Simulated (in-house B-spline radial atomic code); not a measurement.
# Response and correlation of Sb²¹⁺

Closed shell [Ar] 3d10 4s2. Computed with an all-electron radial atomic-structure program (B-spline basis): Dirac-Hartree-Fock, relativistic RPA (time-dependent Dirac-Hartree-Fock) for the response and second-order many-body perturbation theory for correlation, no-pair Dirac-Coulomb Hamiltonian, finite nucleus.

```tsv
multipole (bohr³, bohr⁵, bohr⁷)	uncoupled	coupled RPA
dipole	0.24182	0.2628
quadrupole	0.0492	0.055412
octupole	0.021075	?
```

Task: What is the coupled octupole polarisability?

Result: 0.022994 atomic units, +9 % against the uncoupled value.

Task: Which subshells carry the dipole polarisability?

Result: 4s1/2 97.8 %, 3d5/2 1.1 %, 3d3/2 0.7 %.

Task: What does the dipole shielding factor come to?

Result: The dipole shielding factor is 0.588, against the exact N/Z = 30/51 = 0.588 of the non-relativistic theorem.

Dipole polarisability at imaginary frequency:

| u (Eh) | α(iu) (bohr³) |
| --- | --- |
| 0 | 0.2628 |
| 2.06 | 0.1505 |
| 5.16 | 0.0577 |
| 10.3 | 0.02784 |
| 15.5 | 0.01936 |
| 20.6 | 0.01504 |
| 31 | 0.009984 |
| 41.3 | 0.007112 |
| 51.6 | 0.005294 |
| 72.2 | 0.003235 |
| 103 | 0.00183 |
| 155 | 0.0009111 |
| 206 | 0.0005504 |
| 310 | 0.0002613 |
| 516 | 0.0001003 |
| 1030 | 2.642e-05 |

Task: What dispersion coefficients follow for two such ions (the dispersion part alone)?

Result: C6 = (3/π)∫α(iu)²du = 0.1362 hartree·bohr⁶ and C8 = 0.2055 hartree·bohr⁸.

Lowest J = 1 odd-parity excitations:

| energy (eV) | oscillator strength | leading channel | weight |
| --- | --- | --- | --- |
| 40.538 | 0.0576 | 4s1/2 → p1/2 | 0.895 |
| 63.417 | 1.18 | 4s1/2 → p3/2 | 0.89 |
| 302.39 | 0.1 | 4s1/2 → p1/2 | 0.987 |
| 308.63 | 0.226 | 4s1/2 → p3/2 | 0.987 |
| 424.82 | 0.0368 | 4s1/2 → p1/2 | 0.993 |
| 428.05 | 0.081 | 4s1/2 → p3/2 | 0.993 |
| 501.04 | 0.0235 | 4s1/2 → p1/2 | 0.995 |
| 503.69 | 0.0514 | 4s1/2 → p3/2 | 0.995 |

Second-order correlation energy by the highest angular momentum of the excited pair (hartree): s -0.0226, p -0.2396, d -0.5167, f -0.5941, g -0.1878, h -0.08115, i -0.03683, k -0.01871.

Task: What is the second-order correlation energy at the partial-wave limit?

Result: The listed waves sum to -1.6976 hartree; extrapolating the increments as (l + 1/2)⁻⁴ gives -1.7358 hartree, -1.57 eV per electron.
